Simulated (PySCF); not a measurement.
Species: C₅H₄ClOP.
Numbering: `[CH2:1]=[CH:2][c:3]1[cH:4][p:5][c:6]([Cl:7])[o:8]1` (hydrogens: H9, H10 on C1; H11 on C2; H12 on C4)

Structure used (GFN2-xTB), in Å, numbered top down from 1:
```xyz
12
C5H4ClOP angstrom
C     -2.0237   -0.6804   -0.6365
C     -1.3672    0.2224    0.0856
C      0.0711    0.2716    0.2081
C      0.8124    1.1667    0.9312
P      2.5412    0.8589    0.7985
C      2.1133   -0.4565   -0.2256
Cl     3.1523   -1.5636   -1.0038
O      0.8103   -0.6475   -0.4467
H     -1.5015   -1.4461   -1.1842
H     -3.0973   -0.6786   -0.6992
H     -1.8898    0.9913    0.6362
H      0.3802    1.9613    1.5103
```

Computed with PySCF 2.14.0, density-fitted response routines, TDDFT PBE0/def2-SVPD, vertical, gas phase, core orbitals frozen in the response.

Transition dipole moments from the ground state, in atomic units and in the frame of the coordinates above (overall signs are arbitrary), for the states with f of 0.002 or more among the lowest 7:

```tsv
state	E (eV)	μx	μy	μz
S1	4.349	-1.509	0.272	0.118
S2	4.844	0.642	0.377	0.324
S3	5.692	0.008	0.086	-0.112
S6	5.958	1.304	1.110	0.918
S7	6.088	-0.009	-0.120	0.160
```

Work out the oscillator strengths.

f = (2/3) ΔE |μ|² with ΔE in hartree (27.2114 eV).

| state | \|μ\|² (au) | \|μ\| (D) | f |
| --- | --- | --- | --- |
| S1 | 2.365 | 3.91 | 0.252 |
| S2 | 0.660 | 2.06 | 0.078 |
| S3 | 0.020 | 0.36 | 0.003 |
| S6 | 3.776 | 4.94 | 0.551 |
| S7 | 0.040 | 0.51 | 0.006 |

The point group is Cs. Which irreducible representation does each state belong to?

From a totally symmetric ground state, an allowed state transforms like the component of the dipole operator along its μ. Polarised normal to the mirror plane, so A″: S3 and S7. Polarised in the mirror plane, so A′: S1, S2 and S6.

What angle do the transition dipoles of S1 and S2 make?

|cos θ| = |μa·μb| / (|μa| |μb|) = 0.66, so θ ≈ 48° (taken between 0 and 90°, since the signs are arbitrary).

What peak molar absorption coefficient would the strongest computed level give as a lone Gaussian band 0.3 eV wide at half height?

ε(max) = 2.175×10⁸ f / FWHM, with the width in cm⁻¹. S6: 2.175×10⁸ × 0.5511 / 2420 ≈ 50000 L mol⁻¹ cm⁻¹.

One conformer stands for the species.
